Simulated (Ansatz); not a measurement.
arsenic trifluoride (AsF3), singlet, geometry from GFN2-xTB; BHLYP/6-31G* (Ansatz, an electronic-structure program).

Here is a job for Ansatz.
Ansatz 0.2 input:
```yaml
crystal:
  periodic: [false, false, false]
  atoms:
    - {symbol: F, position_ang: [-0.84302752, -1.17072944, -0.50769894]}
    - {symbol: As, position_ang: [0.01319427, -0.00551619, 0.42391172]}
    - {symbol: F, position_ang: [1.41634737, -0.12051314, -0.56435604]}
    - {symbol: F, position_ang: [-0.62169883, 1.31146860, -0.48228800]}
basis:
  gaussian:
    orbitals: 6-31G*
hamiltonian:
  xc: {name: BHLYP}
accuracy: high
```

What the program printed (banner, timings and long lists left out):

```
Functional definition: BHLYP
1532 factors; integrals over basis functions are off by at most 3.9e-9 eV
mean field evaluation 1: about -68978.3663 eV, gradient 4.8e1 eV
mean field evaluation 2: about -68976.5111 eV, gradient 6.3e1 eV
mean field evaluation 4: about -68982.1377 eV, gradient 8.5e-1 eV
mean field evaluation 8: about -68982.2162 eV, gradient 3.6e-2 eV
mean field evaluation 16: about -68982.2162 eV, gradient 1.1e-6 eV
mean field -68982.21624324 eV, -2535.0496891134 hartree, gradient 5.5e-8 eV, S^2 0.000000; 0 other end points of the search recorded, 0 dependent functions left out
reference -68982.21626312 eV, -2535.0496898441 hartree; 30, 30 occupied and 50, 50 virtual orbitals, 1532 factors
Total energy: -68982.21626312 eV, -2535.0496898441 hartree
```
